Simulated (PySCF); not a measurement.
How methods differ on the ionisation energy of He⁺

He⁺ 1s1 (2S) → He²⁺ (bare nucleus), as a difference of total energies. Calculation: PySCF 2.14, in x2c-QZVPPall (4s3p2d1f, 30 functions); the spin-free X2C one-electron Hamiltonian (Gaussian nucleus). The calculations carry no spin-orbit coupling.

```csv
method,ionisation energy (eV)
UHF,54.421
LDA,52.836
PBE,54.253
PBE0,54.333
r2SCAN,54.426
M06,54.414
TPSSh,54.427
PW91,54.336
TPSS,54.428
ROHF,54.421
```

For comparison: 54.418 eV (theoretical estimate listed by NIST; NIST Atomic Spectra Database, ionization energies).
